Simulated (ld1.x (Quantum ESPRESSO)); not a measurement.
## Before and after: RRKJ potential for erbium

Er (Z = 68), norm-conserving RRKJ (Kleinman–Bylander form), made with ld1.x (Quantum ESPRESSO) 7.5 (PBEsol, scalar-relativistic). Core [Kr] 4d10, reference 4f12 5s2 5p6 5d0 6s2 6p0. Waves: 5p (bound): rc 1.65 bohr; 5d (bound, empty): rc 2.95 bohr; 4f (bound): rc 0.85 bohr; 5s (bound): rc 1.25 bohr. Local part: the s channel. Core correction: none.

Occupied shells without a wave of their own: 6s. They enter only through the test configuration that unscreens the potential.

Change: core correction a·sin(br)/r model core inside 0.50 bohr (6s counted twice).

Cutoffs: the cutoffs (Ry, on a coarse ladder) from which the occupation-weighted sum of valence levels, in a spherical-Bessel basis at the reference potential, stays within 10 and 1 mRy of its value at 400 Ry; they do not see the model core or the augmentation charge, which bear on the density cutoff. Errors are all-electron minus pseudo energies relative to the spin-unpolarised reference configuration.

How do hardness, ghosts and transferability respond?

Of the 6 tests that both files solve, the error grows in 6 and shrinks in 0 by more than 15 % and 0.3 meV (median size 71.9 → 182.8 meV); neither file shows a bound ghost at the reference potential, the only one tested. In the changed file ld1.x takes every shell without a wave as core, so the model core holds the 6s electrons as well and exchange and correlation see them twice. This cancels in the reference configuration, but the file is broken for other ones, and its errors say nothing about a proper core correction. A model core, the more so a compact one, raises the density cutoff, which this test does not measure.

| quantity | base | changed |
| --- | --- | --- |
| cutoff, loose | over 300 Ry | over 300 Ry |
| cutoff, tight | over 300 Ry | over 300 Ry |
| bound ghosts | none | none |
| tests counted (converged, no solver errors) | 6 of 7 | 6 of 7 |
| error for 4f12 5s2 5p6 5d0 6s1 6p0, meV [ΔE 6.40 eV] | -49 | -204 |
| error for 4f12 5s2 5p6 5d0 6s0 6p0, meV [ΔE 18.23 eV] | -132 | -878 |
| error for 4f11 5s2 5p6 5d0 6s0 6p0, meV [ΔE 44.49 eV] | -324 | -1240 |
| error for 4f12 5s2 5p6 5d0 6s1 6p1, meV [ΔE 2.81 eV] | -35 | -76 |
| error for 4f12 5s2 5p6 5d0 6s1.5 6p0, meV [ΔE 2.55 eV] | -21 | -56 |
| error for 4f11 5s2 5p6 5d0 6s2 6p0, meV [ΔE 10.46 eV] | -95 | -162 |
| s: phases at 3.20 bohr within 0.05 rad from the reference energy up to (Ry; the scan ends near 5) | 3.5 | 3.5 |
| p: phases at 3.20 bohr within 0.05 rad from the reference energy up to (Ry; the scan ends near 5) | to the end of the scan | to the end of the scan |
| d: phases at 3.20 bohr within 0.05 rad from the reference energy up to (Ry; the scan ends near 5) | 1.8 | 1.8 |
| f: phases at 3.20 bohr within 0.05 rad from the reference energy up to (Ry; the scan ends near 5) | 4.3 | 4.3 |

Base: Tests not counted: 4f13 5s2 5p6 5d0 6s0 6p0 (solver errors, printed error -5093 eV). ld1.x printed “convergence not achieved” for 6 of the counted tests; their residual had stalled under 1e-8, short of the target of 1e-14. The 6s level has no wave, so the channel is fitted at the deeper level alone: the likely source of the large errors. Changed file: Tests not counted: 4f13 5s2 5p6 5d0 6s0 6p0 (pseudo-atom not self-consistent, printed error -5039 eV). These tests converged, but a pseudo level misses the all-electron one widely, so the file describes the atom poorly there or has found another state: 4f12 5s2 5p6 5d0 6s1 6p0: empty 6p by 3.4 eV; 4f12 5s2 5p6 5d0 6s0 6p0: empty 6p by 7.1 eV; 4f11 5s2 5p6 5d0 6s0 6p0: empty 6p by 11.7 eV; 4f12 5s2 5p6 5d0 6s1.5 6p0: empty 6p by 2.2 eV.
